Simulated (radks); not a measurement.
Polarisabilities and homonuclear dispersion coefficients (atomic units). Calculated with a radial shooting solver on a logarithmic mesh with Libxc functionals: non-relativistic Kohn-Sham, exchange-only LDA, spin-unpolarised, spherical densities, point nucleus. Response by self-consistent Sternheimer equations with the Hartree and adiabatic exchange-only LDA kernel. "Uncoupled" leaves out the induced potential. Quadrupole and octupole values are given only where no p, d or f shell is open. The Sternheimer factor gamma scales a distant field gradient at the nucleus by 1 - gamma.

| species | configuration | alpha1 (bohr^3) | alpha1, uncoupled | alpha2 (bohr^5) | alpha3 (bohr^7) | C6 | C8 | Sternheimer gamma | recommended alpha1 |
|---|---|---|---|---|---|---|---|---|---|
| Al2+ | [Ne] 3s1 | 12.18 | 15.90 | 40.76 | 261.5 | 31.26 | 680.6 | -1.84 | - |
| Te | [Kr] 4d10 5s2 5p4 | 45.35 | 73.54 | - | - | 513.4 | - | - | 38 +/- 4 |
| I | [Kr] 4d10 5s2 5p5 | 36.95 | 60.99 | - | - | 410.1 | - | - | 32.9 +/- 1.3 |
| Ag+ | [Kr] 4d10 | 10.75 | 16.77 | 70.44 | 497.2 | 64.03 | 1496 | -26.4 | - |
| Sr | [Kr] 5s2 | 207.6 | 408.4 | 5947 | 184300 | 3387 | 493000 | 5.91 | 197.2 +/- 0.2 |
| O3+ | [He] 2s2 2p1 | 1.313 | 2.260 | - | - | 1.232 | - | - | - |
| Cl | [Ne] 3s2 3p5 | 17.03 | 25.64 | - | - | 110.3 | - | - | 14.6 +/- 0.1 |

Recommended values: Schwerdtfeger and Nagle, table of static dipole polarisabilities (2023 update), measured or computed.

Beside tabulated values, note that relativity, absent from the non-relativistic runs, is large for the heavy elements, and spin-unpolarised runs miss the spin-polarisation part of the exchange energy of open shells.
